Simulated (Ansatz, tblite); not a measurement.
Cost and result up the ladder for (ClMg-mu-F)2 (Mg2Cl2F2) (6 atoms). The state is a singlet with charge 0. Geometry: r2SCAN-D4/def2-SVP.

```xyz
6

Mg    0.334   -0.289   -1.384
Cl    0.837   -0.728   -3.481
F    -0.964   -0.767   -0.071
Mg   -0.330    0.289    1.385
Cl   -0.841    0.726    3.481
F     0.964    0.770    0.071
```

Ansatz on 4 threads of Arm Neoverse N1 on a shared host; xTB runs through tblite on one thread. Times are rough, summed over both states, and most runs start from the orbitals of an earlier one. PBE0-D4/def2-TZVP serves as the yardstick here, not as an exact answer. Differences are given only for rows in sets of like size (and for xTB, whose basis is part of the method), since another set adds its own error. The other state is a doublet.

The xTB rows come from tblite. Correlated methods freeze 14 core orbitals; core or outer-core shells of Mg are correlated, in sets that lack core-valence functions. The rows differ in basis, and correlated rows in double-zeta sets carry the largest basis error. HOMO above LUMO, or a gap near zero within one spin, warns that the state may not be the lowest or that an electron is smeared out.

Correlated methods converge slowly with the basis, most of all in double-zeta sets.

Raw xTB energies of ions are shifted by several eV.

```tsv
level	functions	wall time	vertical IE (eV)	difference from PBE0-D4/def2-TZVP (eV)	remarks
GFN1-xTB	34	0.018 s	15.44	4.88	–
GFN2-xTB	44	0.027 s	14.63	4.07	–
PBE-D4/def2-TZVP	200	19 s	10.01	-0.55	gap within one spin near zero (+1 doublet)
PBE0-D4/def2-TZVP	200	32 s	10.56	0.00	–
r2SCAN-D4/def2-TZVP (with forces)	200	45 s	10.23	-0.33	gap within one spin near zero (+1 doublet)
CCSD(T)/def2-SVP	100	78 s	11.12	–	–
```
